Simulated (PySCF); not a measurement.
Compound: CH4B3Cl2F.
Bonds: F1–B2, B2–B3, B3–C4, C4–B5, B5–Cl6, B5–Cl7. Hydrogens: H8 on B2; H9 on B3; H10, H11 on C4.

Method: PBE0-D3(BJ)/def2-SVP geometry optimisation, gas phase (PySCF).

(1) What internal coordinates does the optimisation give?

## Answers

(1) 
| bond | length (Å) |
| --- | --- |
| F1–B2 | 1.328 |
| B2–B3 | 1.693 |
| B3–C4 | 1.569 |
| C4–B5 | 1.564 |
| B5–Cl6, B5–Cl7 | 1.753 |
| B2–H8 | 1.219 |
| B3–H9 | 1.214 |
| C4–H10, C4–H11 | 1.100 |

Bonds in one row agree within 0.01 Å and their mean is given. A selection of angles:
| angle | degrees |
| --- | --- |
| F1–B2–B3 | 121.6 |
| F1–B2–H8 | 115.6 |
| B3–B2–H8 | 122.8 |
| B2–B3–C4 | 123.6 |
| B2–B3–H9 | 118.9 |
| C4–B3–H9 | 117.4 |
| B3–C4–B5 | 103.5 |
| B3–C4–H10 | 110.9 |
| B3–C4–H11 | 112.9 |
| B5–C4–H10 | 108.2 |
| H10–C4–H11 | 112.3 |
| C4–B5–Cl6 | 120.9 |
| Cl6–B5–Cl7 | 118.0 |

Dihedral angles: F1–B2–B3–C4 86° (synclinal); B2–B3–C4–B5 -91° (anticlinal); B3–C4–B5–Cl6 -82° (synclinal). The mirror-image conformer, all signs reversed, is as good.

B2 (three-coordinate boron) is planar (angles 122.8°, 121.6° and 115.6°, sum 360.0°, 0.00 Å off the plane of its three neighbours). B3 (three-coordinate boron) is planar (angles 123.6°, 118.9° and 117.4°, sum 360.0°, 0.01 Å off the plane of its three neighbours). B5 (three-coordinate boron) is planar (angles 121.0°, 120.9° and 118.0°, sum 360.0°, 0.02 Å off the plane of its three neighbours).

Point group: C1 (no symmetry element, even within 0.4 Å). PBE0-D3(BJ)/def2-SVP frequencies: not computed here. The numbers are those of one conformer.
